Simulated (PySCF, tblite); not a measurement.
Isomers of C3H12O3SSi2, one GFN2-xTB conformer each. Single-point energies are computed at PBE0/pcSseg-1 (PySCF, gas phase, no added dispersion term), electronic only.

```
                          SMILES  GFN2-xTB relative energy (kcal/mol)
           CO[Si](OC)(O[SiH3])SC                                  5.2
       CO[Si@@H](C)O[Si@@H](O)SC                                  0.0
C[C@@H]([SiH2][SiH2]O)S(C)(=O)=O                                114.2
        CO[Si@@H](C)O[Si@H](O)SC                                  0.2
C[C@@H](OS(C)(=O)=O)[SiH2][SiH3]                                137.5
       C[SiH2]O[SiH2]CS(C)(=O)=O                                 80.6
           CO[Si](OC)(OC)S[SiH3]                                 25.5
  COC([SiH3])([SiH3])O[S@@](C)=O                                142.6
```

Conformers: `[CH3:1][O:2][Si:3]([O:4][CH3:5])([O:6][SiH3:7])[S:8][CH3:9]` with C1–O2–Si3–O4 -64°, O2–Si3–O4–C5 -176°, O2–Si3–O6–Si7 170°, O2–Si3–S8–C9 -63°; `[CH3:1][O:2][Si@@H:3]([CH3:4])[O:5][Si@@H:6]([OH:7])[S:8][CH3:9]` with C1–O2–Si3–C4 60°, O2–Si3–O5–Si6 -147°, Si3–O5–Si6–O7 -143°, O5–Si6–O7–H -30°, O5–Si6–S8–C9 -166°; `[CH3:1][C@@H:2]([SiH2:3][SiH2:4][OH:5])[S:6]([CH3:7])(=[O:8])=[O:9]` with C1–C2–Si3–Si4 72°, C2–Si3–Si4–O5 -12°, Si3–Si4–O5–H 42°, C1–C2–S6–C7 85°; `[CH3:1][O:2][Si@@H:3]([CH3:4])[O:5][Si@H:6]([OH:7])[S:8][CH3:9]` with C1–O2–Si3–C4 63°, O2–Si3–O5–Si6 176°, Si3–O5–Si6–O7 130°, O5–Si6–O7–H 29°, O5–Si6–S8–C9 169°; `[CH3:1][C@@H:2]([O:3][S:4]([CH3:5])(=[O:6])=[O:7])[SiH2:8][SiH3:9]` with C1–C2–O3–S4 -178°, C2–O3–S4–C5 85°, C1–C2–Si8–Si9 134°; `[CH3:1][SiH2:2][O:3][SiH2:4][CH2:5][S:6]([CH3:7])(=[O:8])=[O:9]` with C1–Si2–O3–Si4 -11°, Si2–O3–Si4–C5 -178°, O3–Si4–C5–S6 178°, Si4–C5–S6–C7 178°; `[CH3:1][O:2][Si:3]([O:4][CH3:5])([O:6][CH3:7])[S:8][SiH3:9]` with C1–O2–Si3–O4 166°, O2–Si3–O4–C5 -57°, O2–Si3–O6–C7 -65°, O2–Si3–S8–Si9 -148°; `[CH3:1][O:2][C:3]([SiH3:4])([SiH3:5])[O:6][S@@:7]([CH3:8])=[O:9]` with C1–O2–C3–Si4 48°, O2–C3–O6–S7 -77°, C3–O6–S7–C8 -129°.

Problem. What does PBE0/pcSseg-1 give for the same structures?

Solution. 
```
                          SMILES  PBE0/pcSseg-1 E (Eh)  PBE0/pcSseg-1 (kcal/mol)  GFN2-xTB (kcal/mol)  point group
       CO[Si@@H](C)O[Si@@H](O)SC           -1323.74738                       0.0                  0.0           C1
        CO[Si@@H](C)O[Si@H](O)SC           -1323.74670                       0.4                  0.2           C1
           CO[Si](OC)(O[SiH3])SC           -1323.71584                      19.8                  5.2           C1
           CO[Si](OC)(OC)S[SiH3]           -1323.69814                      30.9                 25.5           C1
       C[SiH2]O[SiH2]CS(C)(=O)=O           -1323.56826                     112.4                 80.6           C1
C[C@@H]([SiH2][SiH2]O)S(C)(=O)=O           -1323.52618                     138.8                114.2           C1
C[C@@H](OS(C)(=O)=O)[SiH2][SiH3]           -1323.45898                     181.0                137.5           C1
  COC([SiH3])([SiH3])O[S@@](C)=O           -1323.43991                     192.9                142.6           C1
```

Both levels put the same isomer lowest; measured from each level's own lowest isomer, the values differ by up to 50.3 kcal/mol (COC([SiH3])([SiH3])O[S@@](C)=O: 142.6 against 192.9). As drawn, the lowest has an O–H bond and an Si–O bond, which the highest lacks; the highest has an S=O bond, which the lowest lacks. Neighbours under 2.5 kcal/mol apart (CO[Si@@H](C)O[Si@@H](O)SC and CO[Si@@H](C)O[Si@H](O)SC) can change places with a better method, another conformer or zero-point energy. CO[Si@@H](C)O[Si@@H](O)SC and CO[Si@@H](C)O[Si@H](O)SC are stereoisomers, 0.4 kcal/mol apart in the conformers taken.

Problem. Which frontier levels, dipoles and rotational constants go with these structures?

Solution. 
```
                          SMILES  HOMO (eV, PBE0/pcSseg-1)  LUMO (eV)  dipole (D)        A, B, C (MHz)
       CO[Si@@H](C)O[Si@@H](O)SC                     -6.83       0.42        1.24   2153, 491.6, 418.9
        CO[Si@@H](C)O[Si@H](O)SC                     -6.87       0.37        1.27   2141, 490.2, 436.4
           CO[Si](OC)(O[SiH3])SC                     -6.75       0.10        2.25  897.7, 839.5, 742.0
           CO[Si](OC)(OC)S[SiH3]                     -7.23       0.32        1.83   1100, 744.8, 722.0
       C[SiH2]O[SiH2]CS(C)(=O)=O                     -8.19       0.16        3.65   3093, 376.6, 364.3
C[C@@H]([SiH2][SiH2]O)S(C)(=O)=O                     -7.87      -0.57        5.62   1481, 797.6, 719.7
C[C@@H](OS(C)(=O)=O)[SiH2][SiH3]                     -8.13      -0.18        4.29   1316, 809.8, 614.1
  COC([SiH3])([SiH3])O[S@@](C)=O                     -7.27      -0.17        3.72   1320, 767.7, 735.6
```

Problem. What happens when harmonic zero-point energies from GFN2-xTB frequencies are added?

Solution. 
```
                          SMILES  ZPE (kcal/mol)  electronic (kcal/mol)  with ZPE (kcal/mol)
       CO[Si@@H](C)O[Si@@H](O)SC            95.7                    0.0                  0.0
        CO[Si@@H](C)O[Si@H](O)SC            95.7                    0.4                  0.5
           CO[Si](OC)(O[SiH3])SC            94.4                   19.8                 18.5
           CO[Si](OC)(OC)S[SiH3]            95.0                   30.9                 30.3
       C[SiH2]O[SiH2]CS(C)(=O)=O            92.0                  112.4                108.8
C[C@@H]([SiH2][SiH2]O)S(C)(=O)=O            92.6                  138.8                135.7
C[C@@H](OS(C)(=O)=O)[SiH2][SiH3]            91.0                  181.0                176.3
  COC([SiH3])([SiH3])O[S@@](C)=O            88.5                  192.9                185.8
```

The zero-point energies span 7.2 kcal/mol. The order is unchanged.

Problem. As an exercise, what shares would exp(−E/RT) give at 1000 K from these electronic energies alone (no entropy, no degeneracies)?

Solution. RT = 1.987 kcal/mol: CO[Si@@H](C)O[Si@@H](O)SC 55.4 %, CO[Si@@H](C)O[Si@H](O)SC 44.6 %, CO[Si](OC)(O[SiH3])SC under 0.1 %, CO[Si](OC)(OC)S[SiH3] under 0.1 %, C[SiH2]O[SiH2]CS(C)(=O)=O under 0.1 %, C[C@@H]([SiH2][SiH2]O)S(C)(=O)=O under 0.1 %, C[C@@H](OS(C)(=O)=O)[SiH2][SiH3] under 0.1 %, COC([SiH3])([SiH3])O[S@@](C)=O under 0.1 %.
